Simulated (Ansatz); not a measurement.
A nudged elastic band was laid between two geometries of Cl2GaH2N + H (7 atoms, charge 0, multiplicity 2).

Theory: UKS B3LYP-D4/def2-SVP (Ansatz 0.2.0).

* movable images: 5
* climbing image: yes
* spring: 5.0 eV/Å²
* optimiser: quadratic models (default)
* start path: through a guess of the saddle point
* force threshold: 0.03 eV/Å
* iteration limit: 60
* end points: relaxed

Initial state:

```xyz
7
Properties=species:S:1:pos:R:3
Ga 0.022 -0.143 -0.054
Cl -0.094 -1.138 1.847
N 1.600 0.027 -0.895
H 2.473 -0.323 -0.518
H 1.705 0.487 -1.792
Cl -1.773 0.635 -0.935
H 0.060 0.455 4.451
```

Final state:

```xyz
7
Properties=species:S:1:pos:R:3
Ga 0.017 -0.751 -0.318
Cl 0.326 -0.539 2.873
N 1.542 -0.025 -1.079
H 2.367 -0.616 -1.161
H 1.809 0.902 -0.745
Cl -1.492 0.816 0.230
H -0.576 0.213 2.304
```

Question: Which bonds break or form, and what moves?

Answer: Bonds broken: Ga1–Cl2. Bonds formed: Cl2–H7. Cl2GaH2N + H becomes ClGaH2N + ClH.

Question: What energy profile does the band end with?

Answer: The forces met the threshold. The highest image is number 3 of 0 to 6, 9.7 kcal/mol above the first end and 19.2 kcal/mol above the last; the last end lies 9.5 kcal/mol below the first. A vibrational analysis at the climbing image gives one clearly imaginary mode, 692i cm⁻¹: a first-order saddle point.

| image | path coordinate (Å) | energy (kcal/mol) | Ga1–Cl2 (Å) | Cl2–H7 (Å) |
| --- | --- | --- | --- | --- |
| 0 | 0.00 | 0.0 | 2.15 | 3.06 |
| 1 | 3.42 | 0.6 | 2.15 | 6.22 |
| 2 | 6.84 | 0.6 | 2.15 | 5.82 |
| 3 | 10.27 | 9.7 | 2.33 | 1.62 |
| 4 | 12.02 | -6.6 | 3.04 | 1.29 |
| 5 | 13.78 | -7.9 | 2.96 | 1.31 |
| 6 | 15.53 | -9.5 | 3.21 | 1.31 |

Question: What is the geometry of the highest image?

Answer: 
```xyz
7
Properties=species:S:1:pos:R:3:forces:R:3
Ga 0.027 -0.260 0.028 0.00 0.00 0.00
Cl -0.009 -0.107 2.353 0.00 0.00 0.00
N 1.570 0.162 -0.834 0.00 0.00 0.00
H 1.654 0.042 -1.840 0.00 0.00 0.00
H 2.469 0.108 -0.367 0.00 0.00 0.00
Cl -1.815 -0.386 -1.112 0.00 0.00 0.00
H 0.096 0.441 3.877 0.00 0.00 0.00
```

Question: What are the harmonic wavenumbers there?

Answer: 692i, 57, 84, 142, 232, 261, 281, 339, 404, 490, 708, 732, 1502, 3556, 3668 cm⁻¹.

Run time: 13 min on 4 threads of Intel(R) Xeon(R) Platinum 8259CL CPU @ 2.50GHz (Skylake/Cascade Lake) (shared host), peak memory 0.39 GiB.
